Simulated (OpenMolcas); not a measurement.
# Zr+: CASPT2 settings compared

```
Program             : OpenMolcas
Basis               : ANO-R3 [8s6p5d3f2g1h]
Scalar Hamiltonian  : X2C, finite nucleus
Active space        : 3 electrons in 6 orbitals (4d 5s)
State averaging     : 2S+1 = 4 even, 20 roots; 2S+1 = 2 even, 70 roots kept (CI in the orbitals of an earlier block)
Spin-orbit coupling : state interaction with AMFI integrals over the reference wave functions, term energies averaged over their components
```

Methods on the same reference wave functions:
A. CASSCF
B. SS-CASPT2, IPEA 0.1 Eh, imaginary shift 0.5 Eh (closed shells correlated: 4s 4p)
C. MS-CASPT2, IPEA 0.1 Eh, imaginary shift 0.5 Eh (closed shells correlated: 4s 4p)
D. XMS-CASPT2, IPEA 0.2 Eh, imaginary shift 0.15 Eh (closed shells correlated: 3d 4s 4p)

Energies in cm-1 above 4d2 5s 4F 3/2, the measured ground level; measured values from NIST Handbook of Basic Atomic Spectroscopic Data.

```csv
Level,A,B,C,D,Measured
4d2 5s 4F 3/2,0.0,0.0,0.0,0.0,0.0
4d2 5s 4F 5/2,303,306,305,305,315
4d2 5s 4F 7/2,724,736,735,736,763
4d2 5s 4F 9/2,1253,1267,1267,1270,1323
4d3 4F 3/2,3329,2320,2320,3730,2572
4d3 4F 5/2,3660,2680,2680,3980,2895
4d3 4F 7/2,4088,3120,3120,4330,3300
4d3 4F 9/2,4587,3600,3600,4820,3758
4d2 5s 2D 3/2(1) [73 %],6245,4060,4030,2910,
4d2 5s 2D 5/2(1),6530,4320,4320,3430,
4d3 2P 1/2,7969,5190,5190,6130,
4d3 2P 3/2,8387,5650,5640,6440,
4d2 5s 2F 5/2,9141,5610,5590,4950,5753
4d2 5s 4P 1/2,9319,7870,7870,7880,
4d2 5s 4P 3/2,9528,8080,8080,8080,
4d2 5s 2F 7/2,9801,6230,6220,5660,6468
4d2 5s 4P 5/2,9848,8390,8390,8340,
4d3 2G 7/2,10398,7300,7290,8480,
4d3 2G 9/2,10694,7600,7610,8780,
4d3 4P 1/2,12721,9390,9390,10270,
4d3 4P 3/2,12924,9590,9590,10480,
4d3 4P 5/2,13157,9810,9810,10700,
4d3 2H 9/2,16147,11560,11570,12910,
4d3 2H 11/2,16536,11940,11940,13330,
```

Deviations, from unrounded energies. A percentage is the sum of absolute deviations over the sum of measured energies, with the sign that they share, or ± where signs differ.

```
                        Against measurement  Levels      A     B     C      D
             mean absolute deviation (cm-1)       9   1100   140   150    670
      fine structure of the ground term (%)       3   -5.0  -3.9  -3.9   -3.8
other terms of the ground configuration (%)       2  +55.0  -3.2  -3.4  -13.2
                   other configurations (%)       4  +25.1  -6.4  -6.4  +34.7
```

B, C lie about equally close to measurement and A furthest from it. The largest miss of B in the table is 4d3 4F 3/2, by -250 cm-1. The ranking rests on the paired levels alone, and a cruder setting can come out closer through cancelling errors.

Among B to D the level of the table that moves most is 4d3 4F 3/2, by 1400 cm-1 (lowest in B, highest in D). Moves below CASPT2's spread within the term are not significant.

The mean deviations of B to D differ by less than CASPT2's widest spread within a term (2800 cm-1), so their order carries little weight.

From A to B the spin-free energies of the other terms of 4d2 5s shown, above 4F, scale by factors of 0.59 to 0.84.

The lowest spin-free term lies below A's lowest term by 0.314 hartree in B, 0.314 hartree in C, 0.386 hartree in D.

CASPT2 breaks the degeneracy within a term, and the mean is taken; among the terms shown or strongly mixed into the levels shown the widest spread is 2800 cm-1 (4d2 5s 2F, D). Over all roots computed the reference weight is 0.84 to 0.92 in D; the roots of lowest weight are the least certain, and an intruder state may touch them. Terms from blocks run as CI alone lack orbitals of their own. Configurations are named by rounded mean occupations; where the s occupation lies near a half they are strongly mixed, a name can repeat and a true partner stay unpaired. A single d shell beside an s shell can misplace configurations of different d count against each other. The CASPT2 spread within a term exceeds the gap to the next term for 4d3 2P and 4d2 5s 2F, so the order of their levels is uncertain (figures for B; the like holds for C, D). Without dynamic correlation excited terms often stand tens of per cent too high (terms of higher spin than the ground term too low), and those without a measured partner can miss by more than the paired ones (holds for A). Some levels mix across a computed gap that differs much from the measured one, so their mixing is not that of the real levels (holds for D). Measured partners are found by configuration, term and J. A level has none where our copy of the source lacks it or the pairing is in doubt (some pairs that miss far off the trend of their configuration count as doubtful), and it then counts in no deviation. Levels of configurations outside the active space are missing. The table leaves out levels that lie high or whose names do not pair safely across all columns.

A share in square brackets marks a mixed level and gives the weight of the term that names it, the lowest over the columns. A number in round brackets counts repeated terms of one configuration in the order of the reference energies.
